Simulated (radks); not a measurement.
Values are calculated unless marked as measured or tabulated.
Valence configurations of C I (all share [He]). Level of theory: non-relativistic Kohn-Sham, SCAN, spin-polarised, spherical densities, point nucleus; open shells are filled with parallel spins first; meta-GGA in the generalised Kohn-Sham scheme (a radial shooting solver on a logarithmic mesh with Libxc functionals). Energies are relative to 2s2 2p2; eigenvalues in eV for spin up.

| valence | E (eV) | moment (Bohr magnetons) | e(2p) | e(2s) |
|---|---|---|---|---|
| 2s2 2p2 | 0.000 | 2 | -6.389 | -15.762 |
| 2s1 2p3 | 3.116 | 4 | -7.270 | -16.719 |
| 2s0.5 2p3.5 | 11.087 | 3 | -7.883 | -17.396 |
| 2p4 | 18.182 | 2 | -7.657 | - |

NIST lists [He] 2s2 2p2 as the ground configuration; this level of theory agrees among the configurations tried. The energies are those of spherical high-spin densities, not of single terms. No valid solution was reached for [He] 2s1.5 2p2.5.
